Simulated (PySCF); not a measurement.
Isomers of C6H12O2Si. Method: PySCF 2.14.0, PBE0-D3(BJ)/def2-SVP geometry optimisation, gas phase. One conformer each; no zero-point energy, no entropy. No frequencies were run at this level. Point groups hold within 0.08 Å.

**Question.** Order them by energy at this level, lowest first, and give relative energies in kcal/mol.
A. `[CH2:1]=[CH:2][CH2:3][Si@@:4]([CH3:5])([OH:6])[O:7][CH:8]=[CH2:9]` with C1–C2–C3–Si4 105°, C2–C3–Si4–C5 -63°, C3–Si4–O6–H 170°, C3–Si4–O7–C8 67°, Si4–O7–C8–C9 -5°
B. `[CH3:1][C:2](=[O:3])[C@@H:4]1[CH2:5][O:6][CH2:7][CH2:8][SiH2:9]1` with C1–C2–C4–C5 -159°, C2–C4–C5–O6 180°, C4–C5–O6–C7 75°, C5–O6–C7–C8 -73°, O6–C7–C8–Si9 55°
C. Si(vinyl)2(OMe)2 (`C=C[Si](C=C)(OC)OC`)

**Answer.** A (0.0), C (25.0), B (32.5).

As drawn, the lowest has an O–H bond, an Si–O bond and a C=C bond outside aromatic rings, which the highest lacks; the highest has a C=O bond, which the lowest lacks.

```json
{"SMILES": "C=CC[Si@@](C)(O)OC=C", "E (Eh)": "-674.93270", "E rel (kcal/mol)": "0.0", "dipole (D)": "1.28", "point group": "C1", "A, B, C (MHz)": "1905, 915.1, 786.8"}
{"SMILES": "C=C[Si](C=C)(OC)OC", "E (Eh)": "-674.89283", "E rel (kcal/mol)": "25.0", "dipole (D)": "1.46", "point group": "C1", "A, B, C (MHz)": "1210, 1177, 1052"}
{"SMILES": "CC(=O)[C@@H]1COCC[SiH2]1", "E (Eh)": "-674.88084", "E rel (kcal/mol)": "32.5", "dipole (D)": "2.80", "point group": "C1", "A, B, C (MHz)": "2417, 975.3, 784.4"}
```
